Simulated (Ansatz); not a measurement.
Calculated with Ansatz (gas phase, PBE0-D4/def2-TZVP geometries, no zero-point term in ΔE). CCSD(T)/CBS adds triple-zeta CCSD(T) − MP2 to the extrapolated MP2 energy (def2 sets, frozen cores). Functionals use def2-TZVPP. Each species was taken in one conformer, which may not be the lowest.

Reaction (redistribution): `[BH2][AlH][O]C` + `FC([SiH3])SS` → `BSC(F)[SiH3]` + `C[O][AlH][SH]`

| species | ωB97M-V energy (Eh) |
| --- | --- |
| `[BH2][AlH][O]C` | -384.17622 |
| `FC([SiH3])SS` | -1226.80156 |
| `BSC(F)[SiH3]` | -854.06099 |
| `C[O][AlH][SH]` | -757.02234 |

(1) Work out ΔE.

Largest T1 diagnostic among the species: 0.014.

## Answers

(1) ΔE = (-854.06099) + (-757.02234) − (-384.17622) − (-1226.80156) = -0.10555 Eh = -277.1 kJ/mol. CCSD(T)/CBS gives -278.8 kJ/mol.

From PBE to PBE0 (25 % exact exchange), in def2-TZVPP and without D4, ΔE moves by −4.9 kJ/mol. The D4 term adds +3.5 kJ/mol with B3LYP and +1.8 kJ/mol with PBE0; it sums over pairs of atoms, weighted by their polarisabilities, and B3LYP, whose exchange is more repulsive, gets the larger term.

B3LYP here is the variant with VWN-RPA as its local correlation; programs differ in this.
